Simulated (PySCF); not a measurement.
[Tl(CN)]2+ at several levels of theory

Computed with PySCF 2.14.0 (density fitting, no spin-orbit coupling) at the geometry relaxed with PBE:

```xyz
3
[Tl(CN)]2+ (singlet)
Tl    0.0000    0.0000   -0.3442
C     0.0000    0.0000    1.9148
N     0.0000    0.0000    3.0976
```

| level | basis | state | HOMO (eV) | gap (eV) | charge on Tl1 (e) | dipole about the centre of mass (D) | largest force component (eV/Å) |
| --- | --- | --- | --- | --- | --- | --- | --- |
| PBE | Tl def2-SVP with ECP60, C def2-SVP, N def2-SVP | singlet | -21.51 | 0.77 | 1.50 | 2.11 | 0.01 |
| TPSSh | the same | singlet | -21.93 | 1.58 | 1.55 | 1.40 | 0.87 |
| CAM-B3LYP | the same | singlet | -24.02 | 4.82 | 1.56 | 0.66 | 1.94 |
| wB97X | the same | singlet | -24.91 | 6.82 | 1.60 | 0.04 | 1.89 |
| PBE | Tl def2-TZVP with ECP60, C def2-TZVP, N def2-TZVP | singlet | -21.43 | 0.72 | 1.56 | 2.21 | 0.80 |
| PBE | Tl x2c-SVPall, C x2c-SVPall, N x2c-SVPall | singlet | -21.52 | 0.74 | 1.55 | 2.15 | 0.55 |

Charges are Mulliken's, which hang on the basis. The relaxation used the grid (50, 194), these runs (75, 302) or, all-electron (x2c bases, spin-free X2C Hamiltonian), (99, 590).

(1) What does B3LYP with Tl def2-SVP with ECP60, C def2-SVP, N def2-SVP give here?

The gap of the closed shell is small, and it wasn't tested for a lower spin-broken solution at this geometry.

Small gap, closed shell not tested for a spin-broken solution: TPSSh, PBE (small-core/TZVP), PBE (x2c-SVP).

Results:

(1) state singlet, HOMO (eV) -22.49, gap (eV) 2.16, charge on Tl1 (e) 1.54, dipole about the centre of mass (D) 1.40, largest force component (eV/Å) 1.18. Time: 0.9 s on 2 threads of Arm Neoverse V1, on a shared host, from an already converged density.
